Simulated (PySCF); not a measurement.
C3H2N (SMILES C=[C-]C#N), charge -1, singlet, geometry from GFN2-xTB, with bond 6-3 at 1.3 times its length; TPSS/6-31G run with PySCF.

PySCF was given this input:
```python
from pyscf import gto, scf, dft

mol = gto.Mole()
mol.atom = '''
    C    -0.120595   -1.695859    0.008662
    C     0.478959   -0.514868    0.006682
    C    -0.036520    0.737111   -0.004464
    H    -1.215760   -1.893473    0.001174
    H     0.461673   -2.623511    0.018494
    N    -0.207627    2.259765   -0.014437
'''
mol.basis = '6-31g'
mol.charge = -1
mol.spin = 0
mol.verbose = 4
mol.build()

mf = dft.RKS(mol)
mf.xc = 'tpss'
mf.level_shift = 0.3
mf.max_cycle = 100
mf.kernel()
mf.analyze()
```

**Question.** Predict the main parts of the log of this PySCF run.

**Answer.** 
```
PySCF version 2.14.0

[INPUT] verbose = 4
[INPUT] num. atoms = 6
[INPUT] num. electrons = 28
[INPUT] charge = -1
[INPUT] spin (= nelec alpha-beta = 2S) = 0
[INPUT] symmetry False subgroup None
[INPUT] Mole.unit = angstrom
[INPUT] Symbol           X                Y                Z      unit          X                Y                Z       unit  Magmom
[...]
nuclear repulsion = 76.8304560835111
number of shells = 24
number of NR pGTOs = 96
number of NR cGTOs = 40
basis = 6-31g
ecp = {}

******** <class 'pyscf.dft.rks.RKS'> ********
method = RKS
initial guess = minao
damping factor = 0
level_shift factor = 0.3
DIIS = <class 'pyscf.scf.diis.CDIIS'>
diis_start_cycle = 1
diis_space = 8
diis_damp = 0
SCF conv_tol = 1e-09
SCF conv_tol_grad = None
SCF max_cycles = 100
direct_scf = True
direct_scf_tol = 1e-13
XC library pyscf.dft.libxc version 7.1.2
    S. Lehtola, C. Steigemann, M. J. T. Oliveira, and M. A. L. Marques,  SoftwareX 7, 1–5 (2018)
XC functionals = tpss
    J. Tao, J. P. Perdew, V. N. Staroverov, and G. E. Scuseria,  Phys. Rev. Lett. 91, 146401 (2003)
    J. P. Perdew, J. Tao, V. N. Staroverov, and G. E. Scuseria,  J. Chem. Phys. 120, 6898 (2004)
    J. Tao, J. P. Perdew, V. N. Staroverov, and G. E. Scuseria,  Phys. Rev. Lett. 91, 146401 (2003)
    J. P. Perdew, J. Tao, V. N. Staroverov, and G. E. Scuseria,  J. Chem. Phys. 120, 6898 (2004)
radial grids:
    Treutler-Ahlrichs [JCP 102, 346 (1995); DOI:10.1063/1.469408] (M4) radial grids

becke partition: Becke, JCP 88, 2547 (1988); DOI:10.1063/1.454033
pruning grids: <function nwchem_prune>
grids dens level: 3
symmetrized grids: False
atomic radii adjust function: <function treutler_atomic_radii_adjust>
small_rho_cutoff = 0
Set gradient conv threshold to 3.16228e-05
Initial guess from minao.
tot grids = 75872
init E= -170.177437651441
[...]
cycle= 1 E= -169.951065781163  delta_E= 0.226  |g|= 0.716  |ddm|= 2.59
[...]
cycle= 2 E= -169.58096856164  delta_E= 0.37  |g|= 1.44  |ddm|= 1.84
[...]
cycle= 3 E= -169.942745290956  delta_E= -0.362  |g|= 0.772  |ddm|= 0.737
[...]
cycle= 4 E= -170.051707821829  delta_E= -0.109  |g|= 0.436  |ddm|= 0.404
[...]
cycle= 5 E= -170.08945615176  delta_E= -0.0377  |g|= 0.224  |ddm|= 0.202
[...]
cycle= 6 E= -170.100151563945  delta_E= -0.0107  |g|= 0.112  |ddm|= 0.0986
[...]
cycle= 7 E= -170.102947452296  delta_E= -0.0028  |g|= 0.0589  |ddm|= 0.0563
[...]
cycle= 8 E= -170.103741070841  delta_E= -0.000794  |g|= 0.0328  |ddm|= 0.031
[...]
cycle= 9 E= -170.103992615007  delta_E= -0.000252  |g|= 0.0195  |ddm|= 0.0179
[...]
cycle= 10 E= -170.104060090824  delta_E= -6.75e-05  |g|= 0.0144  |ddm|= 0.00958
[...]
cycle= 11 E= -170.104096221022  delta_E= -3.61e-05  |g|= 0.0102  |ddm|= 0.00583
[...]
cycle= 12 E= -170.104113746895  delta_E= -1.75e-05  |g|= 0.00724  |ddm|= 0.00363
[...]
cycle= 13 E= -170.104122591165  delta_E= -8.84e-06  |g|= 0.00511  |ddm|= 0.00245
[...]
cycle= 14 E= -170.104126778521  delta_E= -4.19e-06  |g|= 0.00368  |ddm|= 0.0016
[...]
cycle= 15 E= -170.104129070376  delta_E= -2.29e-06  |g|= 0.00259  |ddm|= 0.00117
[...]
cycle= 16 E= -170.104130196552  delta_E= -1.13e-06  |g|= 0.00183  |ddm|= 0.000811
[...]
cycle= 17 E= -170.104130749417  delta_E= -5.53e-07  |g|= 0.0013  |ddm|= 0.000557
[...]
cycle= 18 E= -170.104131027473  delta_E= -2.78e-07  |g|= 0.000931  |ddm|= 0.000381
[...]
cycle= 19 E= -170.104131174367  delta_E= -1.47e-07  |g|= 0.00066  |ddm|= 0.000281
[...]
cycle= 20 E= -170.104131248171  delta_E= -7.38e-08  |g|= 0.000471  |ddm|= 0.000199
[...]
cycle= 21 E= -170.104131285385  delta_E= -3.72e-08  |g|= 0.000338  |ddm|= 0.00014
[...]
cycle= 22 E= -170.104131304149  delta_E= -1.88e-08  |g|= 0.000245  |ddm|= 9.77e-05
[...]
cycle= 23 E= -170.104131313995  delta_E= -9.85e-09  |g|= 0.000179  |ddm|= 7.04e-05
[...]
cycle= 24 E= -170.104131319267  delta_E= -5.27e-09  |g|= 0.000131  |ddm|= 5.13e-05
[...]
cycle= 25 E= -170.104131322073  delta_E= -2.81e-09  |g|= 9.53e-05  |ddm|= 3.74e-05
[...]
cycle= 26 E= -170.104131323582  delta_E= -1.51e-09  |g|= 6.91e-05  |ddm|= 2.74e-05
[...]
cycle= 27 E= -170.104131324382  delta_E= -8e-10  |g|= 5.01e-05  |ddm|= 2.01e-05
[...]
cycle= 28 E= -170.10413132481  delta_E= -4.28e-10  |g|= 3.61e-05  |ddm|= 1.48e-05
[...]
cycle= 29 E= -170.104131325034  delta_E= -2.23e-10  |g|= 2.6e-05  |ddm|= 1.08e-05
[...]
Extra cycle  E= -170.104131313843  delta_E= 1.12e-08  |g|= 0.000202  |ddm|= 0.000192
SCF not converged.
SCF energy = -170.104131313843
**** SCF Summaries ****
Total Energy =                        -170.104131313843368
Nuclear Repulsion Energy =              76.830456083511081
One-electron Energy =                 -386.922837012514265
Two-electron Energy =                  139.988249615159816
Two-electron Coulomb Energy =          163.905827871055806
DFT Exchange-Correlation Energy =      -23.917578255895993
HOMO-LUMO gap [eV] =                     1.622604076970582
**** MO energy ****
[...]
 ** Mulliken pop on meta-lowdin orthogonal AOs  **
 ** Mulliken pop  **
[...]
 ** Mulliken atomic charges  **
charge of    0C =     -0.28924
charge of    1C =     -0.26897
charge of    2C =     -0.06078
charge of    3H =      0.04645
charge of    4H =      0.05751
charge of    5N =     -0.48497

WARN: System has nonzero charge -1; the dipole moment is origin-dependent.
Location of origin: [0. 0. 0.]

Dipole moment(X, Y, Z, Debye): -0.50368, -4.19179,  0.01979
```

Convergence was not reached.
